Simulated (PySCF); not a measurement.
C3H10Si, singlet, at a GFN2-xTB geometry, with bond 5-1 at 3.0 times its length; HF/6-31G (PySCF).

PySCF was given this input:
```python
from pyscf import gto, scf

mol = gto.Mole()
mol.atom = '''
    Si    0.04227581    0.17410565    0.35767998
    C    -0.94677323    1.32330318   -0.79306653
    C     1.75998590   -0.15337865   -0.39419538
    C    -0.88714883   -1.47441790    0.56171541
    H     0.50998445    2.10028349    4.31479020
    H    -1.08207267    0.88244973   -1.77698739
    H    -1.93349276    1.53106784   -0.39013129
    H    -0.44225768    2.27526120   -0.92863343
    H     2.35085242   -0.80627152    0.24121477
    H     1.68499224   -0.62713212   -1.36922950
    H     2.31726365    0.76979478   -0.52198718
    H    -1.02111986   -1.97760373   -0.39202130
    H    -1.87270611   -1.32118853    0.99105908
    H    -0.34788226   -2.15306147    1.21575889
'''
mol.basis = '6-31g'
mol.verbose = 4
mol.build()

mf = scf.RHF(mol)
mf.kernel()
mo_i, mo_e, stable_i, stable_e = mf.stability(internal=True, external=True, return_status=True, nroots=6, tol=1e-6)
print('internally stable:', stable_i, ' externally stable:', stable_e)
if not stable_e:
    umf = mf.to_uhf() if not hasattr(mf, 'xc') else mf.to_uks()
    umf.scf_summary = {}
    umf.kernel(umf.make_rdm1(mo_e, umf.mo_occ))
mf.analyze()
```

It wrote (shortened):

```
PySCF version 2.14.0

[INPUT] verbose = 4
[INPUT] num. atoms = 14
[INPUT] num. electrons = 42
[INPUT] charge = 0
[INPUT] spin (= nelec alpha-beta = 2S) = 0
[INPUT] symmetry False subgroup None
[INPUT] Mole.unit = angstrom
[INPUT] Symbol           X                Y                Z      unit          X                Y                Z       unit  Magmom
[INPUT]  1 Si     0.042275810000   0.174105650000   0.357679980000 AA    0.079889702594   0.329011995239   0.675917202440 Bohr   0.0
[INPUT]  2 C     -0.946773230000   1.323303180000  -0.793066530000 AA   -1.789142106770   2.500680589966  -1.498678540259 Bohr   0.0
[INPUT]  3 C      1.759985900000  -0.153378650000  -0.394195380000 AA    3.325891334096  -0.289843641856  -0.744921307769 Bohr   0.0
[INPUT]  4 C     -0.887148830000  -1.474417900000   0.561715410000 AA   -1.676468320428  -2.786246024156   1.061488284848 Bohr   0.0
[INPUT]  5 H      0.509984450000   2.100283490000   4.314790200000 AA    0.963730938287   3.968960580046   8.153771762957 Bohr   0.0
[INPUT]  6 H     -1.082072670000   0.882449730000  -1.776987390000 AA   -2.044820993177   1.667588308396  -3.358019493906 Bohr   0.0
[INPUT]  7 H     -1.933492760000   1.531067840000  -0.390131290000 AA   -3.653771780229   2.893298895729  -0.737241290723 Bohr   0.0
[INPUT]  8 H     -0.442257680000   2.275261200000  -0.928633430000 AA   -0.835745891686   4.299620529849  -1.754862852815 Bohr   0.0
[INPUT]  9 H      2.350852420000  -0.806271520000   0.241214770000 AA    4.442467233071  -1.523632354837   0.455829852500 Bohr   0.0
[INPUT] 10 H      1.684992240000  -0.627132120000  -1.369229500000 AA    3.184173855617  -1.185107950718  -2.587468756675 Bohr   0.0
[INPUT] 11 H      2.317263650000   0.769794780000  -0.521987180000 AA    4.378993656910   1.454701306320  -0.986412810734 Bohr   0.0
[INPUT] 12 H     -1.021119860000  -1.977603730000  -0.392021300000 AA   -1.929636875754  -3.737129432618  -0.740812891996 Bohr   0.0
[INPUT] 13 H     -1.872706110000  -1.321188530000   0.991059080000 AA   -3.538901659700  -2.496684480617   1.872830234463 Bohr   0.0
[INPUT] 14 H     -0.347882260000  -2.153061470000   1.215758890000 AA   -0.657402194995  -4.068696507653   2.297451335605 Bohr   0.0

nuclear repulsion = 168.126490142602
number of shells = 42
number of NR pGTOs = 152
number of NR cGTOs = 60
basis = 6-31g
ecp = {}

******** <class 'pyscf.scf.hf.RHF'> ********
method = RHF
initial guess = minao
damping factor = 0
level_shift factor = 0
DIIS = <class 'pyscf.scf.diis.CDIIS'>
diis_start_cycle = 1
diis_space = 8
diis_damp = 0
SCF conv_tol = 1e-09
SCF conv_tol_grad = None
SCF max_cycles = 50
direct_scf = True
direct_scf_tol = 1e-13
Set gradient conv threshold to 3.16228e-05
Initial guess from minao.
init E= -408.244663374749
cycle= 1 E= -407.905333080746  delta_E= 0.339  |g|= 0.367  |ddm|= 2.89
cycle= 2 E= -407.727207310054  delta_E= 0.178  |g|=  0.5  |ddm|= 2.33
cycle= 3 E= -408.000514128317  delta_E= -0.273  |g|= 0.17  |ddm|= 1.97
cycle= 4 E= -408.026609998684  delta_E= -0.0261  |g|= 0.0528  |ddm|= 0.432
cycle= 5 E= -408.028925100496  delta_E= -0.00232  |g|= 0.0059  |ddm|= 0.158
cycle= 6 E= -408.028946200009  delta_E= -2.11e-05  |g|= 0.00172  |ddm|= 0.0176
cycle= 7 E= -408.028947580475  delta_E= -1.38e-06  |g|= 0.000854  |ddm|= 0.00528
cycle= 8 E= -408.028947978722  delta_E= -3.98e-07  |g|= 0.000244  |ddm|= 0.00173
cycle= 9 E= -408.028948011925  delta_E= -3.32e-08  |g|= 4.24e-05  |ddm|= 0.000457
cycle= 10 E= -408.028948013185  delta_E= -1.26e-09  |g|= 4.96e-06  |ddm|= 0.000106
cycle= 11 E= -408.028948013206  delta_E= -2.02e-11  |g|= 3.25e-07  |ddm|= 1.58e-05
Extra cycle  E= -408.028948013207  delta_E= -1.36e-12  |g|= 1.22e-07  |ddm|= 9.17e-07
converged SCF energy = -408.028948013207
rhf_internal: lowest eigs of H = [0.85204167 0.85204168 0.93459987 0.97965606 0.97965607 1.08677057]
<class 'pyscf.scf.hf.RHF'> wavefunction is stable in the internal stability analysis
rhf_real2complex: lowest eigs of H = [0.02263838 0.19874093 0.19874096 0.2325324  0.23253243 0.26893151]
<class 'pyscf.scf.hf.RHF'> wavefunction is stable in the real -> complex stability analysis
rhf_external: lowest eigs of H = [-0.27254402  0.15143576  0.1514358   0.20700146  0.20700154  0.23505058]
<class 'pyscf.scf.hf.RHF'> wavefunction has an RHF/RKS -> UHF/UKS instability
internally stable: True  externally stable: False

******** <class 'pyscf.scf.uhf.UHF'> ********
method = UHF
initial guess = minao
damping factor = 0
level_shift factor = 0
DIIS = <class 'pyscf.scf.diis.CDIIS'>
diis_start_cycle = 1
diis_space = 8
diis_damp = 0
SCF conv_tol = 1e-09
SCF conv_tol_grad = None
SCF max_cycles = 50
direct_scf = True
direct_scf_tol = 1e-13
number electrons alpha = 21  beta = 21
Set gradient conv threshold to 3.16228e-05
init E= -408.003847467396
cycle= 1 E= -408.079265706304  delta_E= -0.0754  |g|= 0.135  |ddm|= 0.595
cycle= 2 E= -408.14556214684  delta_E= -0.0663  |g|= 0.076  |ddm|= 0.436
cycle= 3 E= -408.164155320059  delta_E= -0.0186  |g|= 0.0265  |ddm|= 0.29
cycle= 4 E= -408.165889162098  delta_E= -0.00173  |g|= 0.00738  |ddm|= 0.11
cycle= 5 E= -408.165991521761  delta_E= -0.000102  |g|= 0.00355  |ddm|= 0.0282
cycle= 6 E= -408.166021429227  delta_E= -2.99e-05  |g|= 0.00125  |ddm|= 0.0183
cycle= 7 E= -408.166024837185  delta_E= -3.41e-06  |g|= 0.000551  |ddm|= 0.00804
cycle= 8 E= -408.166025518263  delta_E= -6.81e-07  |g|= 0.000269  |ddm|= 0.00273
cycle= 9 E= -408.166025720942  delta_E= -2.03e-07  |g|= 7.81e-05  |ddm|= 0.00119
cycle= 10 E= -408.166025735286  delta_E= -1.43e-08  |g|= 2.55e-05  |ddm|= 0.000373
cycle= 11 E= -408.166025736598  delta_E= -1.31e-09  |g|= 1.11e-05  |ddm|= 9.31e-05
cycle= 12 E= -408.166025736883  delta_E= -2.84e-10  |g|= 2.9e-06  |ddm|= 4.27e-05
Extra cycle  E= -408.166025736896  delta_E= -1.36e-11  |g|= 1.69e-06  |ddm|= 6.75e-06
converged SCF energy = -408.166025736896  <S^2> = 0.99910712  2S+1 = 2.2352692
**** SCF Summaries ****
Total Energy =                        -408.028948013206900
Nuclear Repulsion Energy =             168.126490142601568
One-electron Energy =                 -892.313689487419651
Two-electron Energy =                  316.158251331611211
Two-electron Coulomb Energy =          355.376709723697445
DFT Exchange-Correlation Energy =      -39.218458392086234
**** MO energy ****
MO #1   energy= -68.8561104737773  occ= 2
MO #2   energy= -11.2425602837432  occ= 2
MO #3   energy= -11.2425602823481  occ= 2
MO #4   energy= -11.242539272974   occ= 2
MO #5   energy= -6.21126336375015  occ= 2
MO #6   energy= -4.31595017971541  occ= 2
MO #7   energy= -4.31539410175624  occ= 2
MO #8   energy= -4.31539410170331  occ= 2
MO #9   energy= -1.0082419039493   occ= 2
MO #10  energy= -0.965270708821051 occ= 2
MO #11  energy= -0.965270707747274 occ= 2
MO #12  energy= -0.66361102674853  occ= 2
MO #13  energy= -0.601920618301695 occ= 2
MO #14  energy= -0.59636619065417  occ= 2
MO #15  energy= -0.596366189652486 occ= 2
MO #16  energy= -0.577254524359472 occ= 2
MO #17  energy= -0.577254522174066 occ= 2
MO #18  energy= -0.566347600764314 occ= 2
MO #19  energy= -0.463133045921288 occ= 2
MO #20  energy= -0.463133044126863 occ= 2
MO #21  energy= -0.212650532044541 occ= 2
MO #22  energy= -0.0506899082233923 occ= 0
MO #23  energy= 0.175234582582787  occ= 0
MO #24  energy= 0.175234582833654  occ= 0
MO #25  energy= 0.182108454079296  occ= 0
MO #26  energy= 0.247750521085965  occ= 0
MO #27  energy= 0.257791914548012  occ= 0
MO #28  energy= 0.257791916301693  occ= 0
MO #29  energy= 0.296735052572938  occ= 0
 ** Mulliken pop on meta-lowdin orthogonal AOs  **
 ** Mulliken pop  **
 ** Mulliken atomic charges  **
charge of    0Si =      0.79628
charge of    1C =     -0.54264
charge of    2C =     -0.54264
charge of    3C =     -0.54264
charge of    4H =     -0.31439
charge of    5H =      0.12637
charge of    6H =      0.12782
charge of    7H =      0.12782
charge of    8H =      0.12782
charge of    9H =      0.12637
charge of   10H =      0.12782
charge of   11H =      0.12637
charge of   12H =      0.12782
charge of   13H =      0.12782
Dipole moment(X, Y, Z, Debye): -0.77822, -3.20496, -6.58422
```
